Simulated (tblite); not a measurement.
Isomers of CH7Cl3P2Si3. All values are computed: GFN2-xTB (tblite) harmonic vibrations without scaling, gas phase. This tight-binding method is rough: wavenumbers can miss measured ones by several per cent, in bad cases by 10 to 20. Modes of hydrogen on phosphorus and silicon can be 10 to 20 % off. One conformer each.

Electronic energies: GFN2-xTB at the same geometries; isomer energies are rough at this level and their order can be wrong.

| SMILES | electronic energy, lowest = 0 (kJ/mol) |
| --- | --- |
| ClC(Cl)(Cl)[SiH2][SiH]1P[SiH2]P1 | 154.1 |
| ClC(Cl)(Cl)[Si@@H]1[SiH2]P[SiH2]P1 | 113.1 |
| ClC(Cl)(Cl)[SiH]1P[SiH2][SiH2]P1 | 107.1 |
| Cl[SiH2]C(Cl)(Cl)[SiH]1P[SiH2]P1 | 0.0 |

**Question.** How do GFN2-xTB zero-point energies change the relative energies?

**Answer.** 
```json
{"SMILES": "Cl[SiH2]C(Cl)(Cl)[SiH]1P[SiH2]P1", "ZPE (kJ/mol)": "185.3", "of it from modes above 1550 cm⁻¹": "95.9", "electronic (kJ/mol)": "0.0", "with ZPE, lowest = 0 (kJ/mol)": "0.0", "lowest mode (cm⁻¹)": "18", "rings": "1"}
{"SMILES": "ClC(Cl)(Cl)[SiH]1P[SiH2][SiH2]P1", "ZPE (kJ/mol)": "183.3", "of it from modes above 1550 cm⁻¹": "94.0", "electronic (kJ/mol)": "107.1", "with ZPE, lowest = 0 (kJ/mol)": "105.2", "lowest mode (cm⁻¹)": "10i", "rings": "1"}
{"SMILES": "ClC(Cl)(Cl)[Si@@H]1[SiH2]P[SiH2]P1", "ZPE (kJ/mol)": "182.9", "of it from modes above 1550 cm⁻¹": "94.4", "electronic (kJ/mol)": "113.1", "with ZPE, lowest = 0 (kJ/mol)": "110.8", "lowest mode (cm⁻¹)": "18", "rings": "1"}
{"SMILES": "ClC(Cl)(Cl)[SiH2][SiH]1P[SiH2]P1", "ZPE (kJ/mol)": "181.9", "of it from modes above 1550 cm⁻¹": "94.4", "electronic (kJ/mol)": "154.1", "with ZPE, lowest = 0 (kJ/mol)": "150.8", "lowest mode (cm⁻¹)": "14", "rings": "1"}
```

The zero-point energies span 3.4 kJ/mol, from `ClC(Cl)(Cl)[SiH2][SiH]1P[SiH2]P1` to `Cl[SiH2]C(Cl)(Cl)[SiH]1P[SiH2]P1`. Slightly imaginary modes are left out of the zero-point energy: `ClC(Cl)(Cl)[SiH]1P[SiH2][SiH2]P1` 10.1i cm⁻¹. The order is unchanged.
